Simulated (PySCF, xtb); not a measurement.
C4H3F3O, SMILES FC1(OC(=CC1)F)F. The values are those of a single conformer.

Harmonic wavenumbers (cm⁻¹) from GFN2-xTB (xtb) at its own minimum, in rising order: 86, 222, 324, 343, 395, 476, 524, 559, 595, 653, 734, 856, 890, 981, 1011, 1031, 1078, 1139, 1141, 1213, 1249, 1280, 1428, 1752, 2985, 2997, 3204.

Problem. What does PySCF with PBE0-D3(BJ)/def2-SVP give at its own minimum? (Estimate from the structure and the level; the computed values follow.)

Solution. 43, 220, 367, 372, 433, 534, 582, 653, 667, 705, 738, 879, 932, 1003, 1041, 1105, 1147, 1229, 1291, 1309, 1370, 1438, 1450, 1820, 3085, 3143, 3304. Paired by order, the mean absolute difference is 67 cm⁻¹ and the zero-point energies are 41.7 and 44.1 kcal/mol.
